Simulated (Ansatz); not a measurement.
C2HCl3Si (`C#C[Si](Cl)(Cl)Cl`). Charge 0, multiplicity 1. The structure was optimised at the PBE0-D4/def2-TZVP level.

```xyz
7

C    -0.745   -1.380   -1.287
C    -0.303   -0.561   -0.523
Si    0.358    0.663    0.619
Cl    2.381    0.682    0.504
Cl   -0.200    0.203    2.511
Cl   -0.356    2.499    0.140
H    -1.136   -2.106   -1.964
```

What is the dipole moment at B3LYP/def2-TZVPP? (Estimate.)

Ansatz gave: 1.82 D, with components (-0.67, -1.24, -1.15) D in this frame, pointing from negative to positive charge.

And with PBE, r2SCAN, ωB97M-V? (Best estimate.)

The calculation gave: PBE 1.73 D, r2SCAN 1.85 D, ωB97M-V 1.85 D.

Give the Mulliken charges with B3LYP, ωB97M-V, PBE in def2-TZVPP. (Estimate.)

The calculation gave: 
```json
{"atom": "C1", "B3LYP": "0.03", "ωB97M-V": "-0.01", "PBE": "0.00"}
{"atom": "C2", "B3LYP": "-0.42", "ωB97M-V": "-0.39", "PBE": "-0.34"}
{"atom": "Si3", "B3LYP": "0.69", "ωB97M-V": "0.62", "PBE": "0.60"}
{"atom": "Cl4", "B3LYP": "-0.18", "ωB97M-V": "-0.15", "PBE": "-0.16"}
{"atom": "Cl5", "B3LYP": "-0.18", "ωB97M-V": "-0.15", "PBE": "-0.16"}
{"atom": "Cl6", "B3LYP": "-0.18", "ωB97M-V": "-0.15", "PBE": "-0.16"}
{"atom": "H7", "B3LYP": "0.25", "ωB97M-V": "0.23", "PBE": "0.21"}
```

B3LYP here is the variant with VWN-RPA as its local correlation; programs differ in this.
